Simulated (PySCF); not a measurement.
## Different ions with Br ligands: octahedral complexes compared

All values are computed with PySCF: state-averaged CASSCF of the d shell with SC-NEVPT2, spin-free X2C, triple-zeta basis on the metal and double-zeta on the ligands, mean-field spin-orbit coupling; DFT geometries.

```tsv
complex	point group	M–L / Å	L–M–L / ° (cis)	solvent
[MoBr6]2-	Oh	2.55	90	water
[CrBr6]3-	Oh	2.56	90	water
[MoBr6]3-	Oh	2.63	90	water
[TiBr6]3-	Oh	2.63	90	water
[NbBr6]2-	Oh	2.59	90	water
[TcBr6]2-	Oh	2.53	90	water
[VBr6]3-	Oh	2.59	90	water
```

For [MoBr6]2-, [MoBr6]3-, [NbBr6]2-, [TcBr6]2- the d shell alone is too small an active space: their values show what this model gives and aren't sound predictions.

Q: Rank by the spin-orbit constant ζ, lowest first.
A. [VBr6]3-
B. [TcBr6]2-
C. [MoBr6]3-
D. [MoBr6]2-
E. [TiBr6]3-
F. [CrBr6]3-
G. [NbBr6]2-

A: E (83 cm⁻¹), A (134 cm⁻¹), F (197 cm⁻¹), G (421 cm⁻¹), D (517 cm⁻¹), C (577 cm⁻¹), B (618 cm⁻¹).

Q: What are the ground states and moments?

A: 
```json
{"complex": "[MoBr6]2-", "shell": "d2", "ground state (NEVPT2)": "3T1g", "total orbital splitting (CASSCF fit) / cm⁻¹": "21634", "μeff(300 K) / μB": "1.81"}
{"complex": "[CrBr6]3-", "shell": "d3", "ground state (NEVPT2)": "4A2g", "total orbital splitting (CASSCF fit) / cm⁻¹": "9319", "μeff(300 K) / μB": "3.85"}
{"complex": "[MoBr6]3-", "shell": "d3", "ground state (NEVPT2)": "4A2g", "total orbital splitting (CASSCF fit) / cm⁻¹": "16274", "μeff(300 K) / μB": "3.78"}
{"complex": "[TiBr6]3-", "shell": "d1", "ground state (NEVPT2)": "2T2g", "total orbital splitting (CASSCF fit) / cm⁻¹": "9709", "μeff(300 K) / μB": "1.86"}
{"complex": "[NbBr6]2-", "shell": "d1", "ground state (NEVPT2)": "2T2g", "total orbital splitting (CASSCF fit) / cm⁻¹": "21340", "μeff(300 K) / μB": "1.10"}
{"complex": "[TcBr6]2-", "shell": "d3", "ground state (NEVPT2)": "4A2g", "total orbital splitting (CASSCF fit) / cm⁻¹": "22485", "μeff(300 K) / μB": "3.82"}
{"complex": "[VBr6]3-", "shell": "d2", "ground state (NEVPT2)": "3T1g", "total orbital splitting (CASSCF fit) / cm⁻¹": "9337", "μeff(300 K) / μB": "2.74"}
```
